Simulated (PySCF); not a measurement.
C5H7BO, SMILES C#CB1OC[C@@H]1C. Heavy atoms are numbered as in [CH:1]#[C:2][B:3]1[O:4][CH2:5][C@@H:6]1[CH3:7]. Hydrogens are named by the atom that carries them.

Geometry optimised at PBE0-D3(BJ)/def2-SVP. The structure was generated by enumeration; whether it is a known compound was not checked.

These are PySCF with PBE/def2-TZVP values and carry that method's errors.

ESP charges are fitted to the potential on shells at 1.4 to 2.0 van der Waals radii. Atomic charges (e), one atom of each kind:

```csv
atom,ESP fit,meta-Löwdin
C1 (CH),-0.27,-0.15
C2,-0.25,-0.10
B3,0.49,0.26
O4,-0.34,-0.33
C5 (CH2),-0.05,0.00
C6 (CH),0.01,-0.21
C7 (CH3),-0.50,-0.34
H on C1,0.28,0.18
H on C5,0.08,0.12
H on C6,0.05,0.12
H on C7,0.13,0.12
```

Computed Mayer and Wiberg (Löwdin basis) orders of the bonds:
```tsv
bond	Mayer	Wiberg
C1–C2	2.75	2.86
C2–B3	1.12	1.23
B3–O4	1.38	1.82
O4–C5	0.95	1.27
B3–C6	1.01	1.07
C5–C6	1.00	1.11
C6–C7	0.97	1.25
```
